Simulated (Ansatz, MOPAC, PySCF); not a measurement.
Pair of molecules: CH3F (SMILES CF) (first 5 atoms) with CH2F2 (SMILES FCF); geometry from B3LYP-D3(BJ)/def2-TZVP, rigid monomers moved along the line of their centres of mass till F2···C7 is 3.43 Å.
(charge 0, multiplicity 1):
| atom | x (Å) | y (Å) | z (Å) |
|---|---|---|---|
| C | 0.0867 | -0.7124 | -0.2289 |
| F | 0.3203 | 0.5107 | 0.4034 |
| H | -0.0283 | -1.4786 | 0.5363 |
| H | -0.8229 | -0.6250 | -0.8232 |
| H | 0.9384 | -0.9364 | -0.8713 |
| F | 0.0297 | -1.1310 | 3.5315 |
| C | 0.2847 | 0.1825 | 3.8139 |
| F | 0.3265 | 0.3236 | 5.1689 |
| H | -0.5296 | 0.7877 | 3.4177 |
| H | 1.2565 | 0.4451 | 3.3982 |

Counterpoise-corrected where a basis set is named; no monomer relaxation. Rows marked so take none.

Cores are frozen in the correlated methods. Rows in 6-31G* carry no dispersion term and start afresh at each structure (6-31G* with six Cartesian d functions). The state that PM3 reach isn't checked.

Codes used: Ansatz (Gaussian basis) for Hartree–Fock, density functionals and correlated methods; MOPAC for PM3 (differences of heats of formation); PySCF for 6-31G* rows, the dispersion terms. Values without a source in brackets are computed.

```
level                            interaction energy (kcal/mol)
-------------------------------  -----------------------------
PM3                                                      -0.85
HF/6-31G*                                                -1.72
r2SCAN/def2-TZVPPD                                       -1.92
r2SCAN-D4/def2-TZVPPD                                    -2.16
B3LYP-D3(BJ)/def2-TZVPPD                                 -2.13
PBE0/def2-TZVPPD                                         -1.74
M06-2X/6-31G* (no counterpoise)                     (withheld)
wB97X-V/def2-TZVPPD                                 (withheld)
CCSD/aug-cc-pVDZ                                         -2.11
```

**Question.** Fill in the missing entries.

**Answer.** 
- M06-2X/6-31G* (no counterpoise), interaction energy (kcal/mol): -3.10
- wB97X-V/def2-TZVPPD, interaction energy (kcal/mol): -2.33

Ansatz is a first-principles code.
